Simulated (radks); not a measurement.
Charge is removed step by step from the 1s down level of the oxygen ion O3+, starting from 1s(up 1, down 1) 2s2 2p1. Calculated with a radial shooting solver on a logarithmic mesh with Libxc functionals: scalar-relativistic Kohn-Sham, r2SCAN, spin-polarised, spherical densities, finite nucleus; open shells are filled with parallel spins first; meta-GGA in the generalised Kohn-Sham scheme; Fermi nuclear charge, rms radius 2.6991 fm.

removed (e)  E - E(0) (eV)  eigenvalue (eV)  E minus straight line (eV)
0                    0.000          -591.55                       0.000
0.25                150.42          -611.64                      -6.371
0.5                 305.68          -630.13                      -7.896
0.75                465.19          -645.04                      -5.176
1                   627.16          -610.97                       0.000

Removing the whole electron costs 627.16 eV by Delta-SCF, against 591.55 eV from minus the eigenvalue at the starting occupation. Slater's transition state (half an electron removed) gives 630.13 eV. Integrating minus the eigenvalue over the occupation (Janak's theorem) gives 624.12 eV. In this scalar-relativistic scheme the density is built from large components alone, so the theorem holds only approximately. The mean slope of the eigenvalue, de/dn, is 19.4 eV per electron.
